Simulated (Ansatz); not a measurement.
Mulliken charges of C2H5GeN (`NC#[C][GeH3]`) from PBE/def2-TZVPP in Ansatz (PBE0-D4/def2-TZVP geometry).

| atom | x (Å) | y (Å) | z (Å) | charge (e) |
| --- | --- | --- | --- | --- |
| N1 | 0.628 | 2.128 | -1.095 | -0.282 |
| C2 | 0.295 | 0.973 | -0.506 | 0.052 |
| C3 | 0.044 | -0.080 | 0.036 | -0.241 |
| Ge4 | -0.339 | -1.716 | 0.887 | 0.120 |
| H5 | 0.481 | 2.169 | -2.092 | 0.191 |
| H6 | 0.325 | 2.964 | -0.619 | 0.191 |
| H7 | -1.361 | -2.505 | 0.054 | -0.011 |
| H8 | 0.940 | -2.555 | 1.040 | -0.011 |
| H9 | -0.926 | -1.425 | 2.277 | -0.009 |

Problem. By hand: the dipole of these point charges (1 e Å = 4.8032 D).

Solution. Σ q r = (-0.046, 0.313, -0.170) e Å, of length 0.359 e Å = 1.72 D.

Problem. How does the dipole of the full density compare? (Estimate.)

Solution. The calculation gave: (-0.091, 0.438, -0.244) e Å, 2.45 D; the point charges give 0.70 times that, at 3° from its direction.

Point charges leave out the atoms' own dipoles, such as those of lone pairs, and Mulliken's split depends on the basis, so the two needn't agree.
